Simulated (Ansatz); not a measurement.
C$_{2}$H$_{5}$S, doublet, at a GFN2-xTB geometry, atoms displaced at random by about 0.05 Å a coordinate; HF/def2-SVP (Ansatz, a first-principles code).

The Ansatz input:
Ansatz 0.2 input:
```yaml
crystal:
  periodic: [false, false, false]
  atoms:
    - {symbol: C, position_ang: [-1.67353645, 0.17221806, 0.19333230]}
    - {symbol: C, position_ang: [-0.37950761, -0.52750457, 0.31808540]}
    - {symbol: S, position_ang: [1.22105716, 0.19747639, -0.23035816]}
    - {symbol: H, position_ang: [-2.07459120, -0.14816244, -0.94442355]}
    - {symbol: H, position_ang: [-2.42651446, -0.29910207, 0.77212842]}
    - {symbol: H, position_ang: [-1.58058543, 1.25022938, 0.20973432]}
    - {symbol: H, position_ang: [-0.35271439, -1.49779179, 0.49586940]}
    - {symbol: H, position_ang: [0.69722510, 1.37097657, -0.15382391]}
basis:
  gaussian:
    orbitals: def2-SVP
hamiltonian:
  xc: hf
magnetization: {spin_polarized: true, initial_magnetization: 1}
relax: {f_tol: 0.05}
```

Predict the main parts of the log of this Ansatz run.


```
Functional definition: HF
778 factors; integrals over basis functions are off by at most 2.9e-4 eV
mean field evaluation 1: about -12948.3808 eV, gradient 1.6e1 eV
mean field evaluation 2: about -12948.3818 eV, gradient 1.6e1 eV
mean field evaluation 4: about -12950.3199 eV, gradient 2.5e0 eV
mean field evaluation 8: about -12950.4227 eV, gradient 1.0e-1 eV
mean field -12950.42293258 eV, -475.9192646605 hartree, gradient 1.2e-5 eV, S^2 0.771272; 0 other end points of the search recorded, 0 dependent functions left out
the calculation of the forces begins
reference -12950.42293258 eV, -475.9192646605 hartree; 17, 16 occupied and 54, 55 virtual orbitals, 778 factors
relax step   1: F+E_penalty+E_count = -12950.42293258 eV  Δ(F+E_penalty+E_count) = +0.000e0 eV  max|allowed force component| = 4.934e0 eV/Å  Δτ_max = 0.0000 Å  (37 SCF iters, accepted)
these checks for a lower state are left out or cut short: starts, cluster_reference, orbital_swaps, neighbouring_geometries, increment
778 factors; integrals over basis functions are off by at most 3.2e-4 eV
mean field evaluation 16: about -12951.1914 eV, gradient 1.2e-2 eV
mean field -12951.19139082 eV, -475.9475049799 hartree, gradient 3.7e-5 eV, S^2 0.766804; 0 other end points of the search recorded, 0 dependent functions left out
the calculation of the forces begins
reference -12951.19139082 eV, -475.9475049799 hartree; 17, 16 occupied and 54, 55 virtual orbitals, 778 factors
relax step   2: F+E_penalty+E_count = -12951.19139082 eV  Δ(F+E_penalty+E_count) = -7.685e-1 eV  max|allowed force component| = 1.540e0 eV/Å  Δτ_max = 0.1788 Å  (34 SCF iters, accepted)
these checks for a lower state are left out or cut short: starts, cluster_reference, orbital_swaps, neighbouring_geometries, increment
778 factors; integrals over basis functions are off by at most 3.5e-4 eV
mean field -12951.27823785 eV, -475.9506965492 hartree, gradient 3.3e-5 eV, S^2 0.765812; 0 other end points of the search recorded, 0 dependent functions left out
the calculation of the forces begins
reference -12951.27823785 eV, -475.9506965492 hartree; 17, 16 occupied and 54, 55 virtual orbitals, 778 factors
relax step   3: F+E_penalty+E_count = -12951.27823785 eV  Δ(F+E_penalty+E_count) = -8.685e-2 eV  max|allowed force component| = 4.145e-1 eV/Å  Δτ_max = 0.0535 Å  (33 SCF iters, accepted)
these checks for a lower state are left out or cut short: starts, cluster_reference, orbital_swaps, neighbouring_geometries, increment
778 factors; integrals over basis functions are off by at most 3.4e-4 eV
mean field -12951.28599387 eV, -475.9509815779 hartree, gradient 3.3e-5 eV, S^2 0.765855; 0 other end points of the search recorded, 0 dependent functions left out
the calculation of the forces begins
reference -12951.28599387 eV, -475.9509815779 hartree; 17, 16 occupied and 54, 55 virtual orbitals, 778 factors
relax step   4: F+E_penalty+E_count = -12951.28599387 eV  Δ(F+E_penalty+E_count) = -7.756e-3 eV  max|allowed force component| = 9.595e-2 eV/Å  Δτ_max = 0.0280 Å  (27 SCF iters, accepted)
these checks for a lower state are left out or cut short: starts, cluster_reference, orbital_swaps, neighbouring_geometries, increment
778 factors; integrals over basis functions are off by at most 3.4e-4 eV
mean field evaluation 32: about -12951.2867 eV, gradient 1.8e-2 eV
mean field -12951.28674177 eV, -475.9510090626 hartree, gradient 3.3e-5 eV, S^2 0.765982; 0 other end points of the search recorded, 0 dependent functions left out
the calculation of the forces begins
reference -12951.28674177 eV, -475.9510090626 hartree; 17, 16 occupied and 54, 55 virtual orbitals, 778 factors
relax step   5: F+E_penalty+E_count = -12951.28674177 eV  Δ(F+E_penalty+E_count) = -7.479e-4 eV  max|allowed force component| = 1.151e-1 eV/Å  Δτ_max = 0.0415 Å  (27 SCF iters, accepted)
these checks for a lower state are left out or cut short: starts, cluster_reference, orbital_swaps, neighbouring_geometries, increment
778 factors; integrals over basis functions are off by at most 3.4e-4 eV
mean field -12951.28752115 eV, -475.9510377044 hartree, gradient 3.1e-5 eV, S^2 0.765815; 0 other end points of the search recorded, 0 dependent functions left out
the calculation of the forces begins
reference -12951.28752115 eV, -475.9510377044 hartree; 17, 16 occupied and 54, 55 virtual orbitals, 778 factors
relax step   6: F+E_penalty+E_count = -12951.28752115 eV  Δ(F+E_penalty+E_count) = -7.794e-4 eV  max|allowed force component| = 2.755e-2 eV/Å  Δτ_max = 0.0321 Å  (28 SCF iters, accepted)
778 factors; integrals over basis functions are off by at most 3.4e-4 eV
mean field -12951.28752115 eV, -475.9510377044 hartree, gradient 3.1e-5 eV, S^2 0.765815; 1 other end points of the search recorded, 0 dependent functions left out
the calculation of the forces begins
reference -12951.28752115 eV, -475.9510377044 hartree; 17, 16 occupied and 54, 55 virtual orbitals, 778 factors
Total energy: -12951.28752115 eV, -475.9510377044 hartree
Atom 0 at    -1.698345     0.125060     0.103792 Å, force    -0.016690     0.006567     0.023230 eV/Å
Atom 1 at    -0.364216    -0.494999     0.382121 Å, force    -0.017391    -0.027547    -0.023250 eV/Å
Atom 2 at     1.129676     0.144009    -0.284486 Å, force     0.008155     0.004841     0.005354 eV/Å
Atom 3 at    -2.000055    -0.012602    -0.940786 Å, force     0.013699    -0.005929     0.001578 eV/Å
Atom 4 at    -2.464789    -0.328108     0.734871 Å, force     0.005421     0.014239    -0.010822 eV/Å
Atom 5 at    -1.692827     1.199513     0.302212 Å, force     0.007192    -0.008476     0.003337 eV/Å
Atom 6 at    -0.305894    -1.557772     0.588517 Å, force     0.008472     0.018145     0.003396 eV/Å
Atom 7 at     0.827282     1.443238    -0.225697 Å, force    -0.008858    -0.001839    -0.002823 eV/Å
Dipole moment:    -0.287155     0.097104     0.019193 e Å
```
